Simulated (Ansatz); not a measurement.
A search over several starts for the lowest SCF solution of the cluster B₃F₂ at the given spin, in a small basis.

```yaml
crystal:
  periodic: [false, false, false]
  atoms:
    - {symbol: B, position_ang: [-0.000277, -0.001121, -0.001269]}
    - {symbol: B, position_ang: [1.501079, -0.226965, -0.125150]}
    - {symbol: B, position_ang: [-1.501205, 0.226288, 0.124920]}
    - {symbol: F, position_ang: [2.776084, -0.418163, -0.230431]}
    - {symbol: F, position_ang: [-2.775692, 0.419961, 0.231940]}
basis:
  gaussian: {orbitals: def2-SVP, initial_orbitals: start.molden}
magnetization: {spin_polarized: true, initial_magnetization: 1}
hamiltonian: {xc: pbe0, dispersion: d4}
output: {orbitals: {seedname: orbitals}}
```

The file start.molden holds the orbitals of an earlier run on this structure, at another level or in another basis.

```sh
$ ansatz run in.yaml --threads 4 --pin off --events-out ev --progress --plain --max-ram 3916MiB
```

Shortened log:

```
Functional definition: PBE0
684 factors; integrals over basis functions are off by at most 1.2e-3 eV
mean field evaluation 1: about -7447.3308 eV, gradient 4.0e0 eV
mean field evaluation 2: about -7447.4241 eV, gradient 1.2e-1 eV
mean field evaluation 4: about -7447.5636 eV, gradient 1.2e-3 eV
mean field evaluation 8: about -7447.5636 eV, gradient 2.6e-5 eV
mean field evaluation 16: about -7447.4018 eV, gradient 2.3e0 eV
mean field evaluation 32: about -7447.5636 eV, gradient 6.5e-6 eV
mean field -7447.56360562 eV, -273.6929143666 hartree, gradient 2.6e-6 eV, S^2 0.751753; 5 other end points of the search recorded, 0 dependent functions left out
reference -7447.56362820 eV, -273.6929151963 hartree; 17, 16 occupied and 53, 54 virtual orbitals, 684 factors
Total energy: -7447.63598679 eV, -273.6955743255 hartree
```

Run time 5.5 s (4 threads of Arm Neoverse V1 on a shared host).

The structure comes from a short search, and lower isomers may exist.
